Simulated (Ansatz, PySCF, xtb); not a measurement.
Dissociation curve of C2, singlet. Each curve is given relative to its own lowest point near equilibrium.

| R / Å | A | B | C |
|---|---|---|---|
| 0.92 | 641.0 | 904.2 | 916.6 |
| 1.00 | 239.0 | 435.3 | 444.2 |
| 1.08 | 50.7 | 171.7 | 177.2 |
| 1.11 | 18.0 | 110.5 | 114.9 |
| 1.19 | 0.0 | 19.0 | 20.6 |
| 1.22 | 12.6 | 5.3 | 6.1 |
| 1.25 | 32.8 | 0.1 | 0.3 |
| 1.26 | 41.0 | 0.0 | 0.0 |
| 1.35 | 138.7 | 27.6 | 26.1 |
| 1.36 | 151.5 | 33.1 | 30.8 |
| 1.45 | 276.4 | 96.6 | 72.4 |
| 1.54 | 408.8 | 174.2 | 108.5 |
| 1.70 | 594.5 | 317.4 | 194.2 |
| 1.87 | 728.1 | 453.2 | 296.3 |
| 2.03 | 848.5 | 557.9 | 388.3 |
| 2.23 | 978.0 | 659.7 | 491.3 |
| 2.48 | 1100.6 | 752.1 | 598.9 |
| 2.77 | 1195.8 | 826.0 | 696.9 |
| 3.05 | 1251.6 | 874.2 | 768.6 |

Energies in kJ/mol.

Assign the columns to these levels of theory: GFN1-xTB (xtb 6.7.1); Ansatz (an electronic-structure program) with restricted B3LYP/def2-SVP; restricted B3LYP/6-31G*, spherical d (PySCF).

A is GFN1-xTB; B is RKS-B3LYP/6-31G*; C is RKS-B3LYP.

The scan ran from 0.92 to 4.98 Å; beyond the distances shown full CI changes its symmetry label. The restricted form behind RKS-B3LYP/6-31G*, RKS-B3LYP keeps the bonding electrons paired and can't separate into open-shell fragments.
